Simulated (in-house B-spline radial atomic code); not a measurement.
A fraction x of an electron is moved 4d → 4f in the samarium ion Sm⁴⁺, starting from [Xe] 4f4 and keeping the highest spin. All numbers are computed (scalar-relativistic (X2C) LC-wPBE, spin-polarised, spherical fractional occupations; Fermi nucleus of rms radius 5.0819 fm) with a radial B-spline atomic code at the basis-set limit, not measured.

Caution: exact exchange at fractional occupations of open shells leaves self-interaction of up to several eV.

| x | E(x) - E(0) (eV) | 4d down level (eV) | 4f up level (eV) |
| --- | --- | --- | --- |
| 0 | 0.0000 | -184.246 | -53.938 |
| 0.125 | 16.2454 | -184.004 | -54.387 |
| 0.25 | 32.4044 | -183.758 | -54.833 |
| 0.375 | ? | ? | ? |
| 0.5 | 64.4618 | -183.251 | -55.719 |
| 0.625 | ? | ? | ? |
| 0.75 | 96.1700 | -182.727 | -56.596 |
| 0.875 | 111.8924 | -182.459 | -57.032 |
| 1 | 127.5266 | -182.186 | -57.466 |

Problem. What belongs in the row x = 0.375?

Solution. An energy change of 48.4766 eV; 4d down at -183.507 eV, 4f up at -55.277 eV.

Problem. What belongs in the row x = 0.625?

Solution. An energy change of 80.3597 eV; 4d down at -182.992 eV, 4f up at -56.158 eV.

Problem. Check Janak's theorem between x = 0.125 and 0.25.

Solution. The slope of the energy is 129.27 eV; the orbital levels give 129.27 eV (ε of the receiving orbital less ε of the emptying one, averaged over the two points).
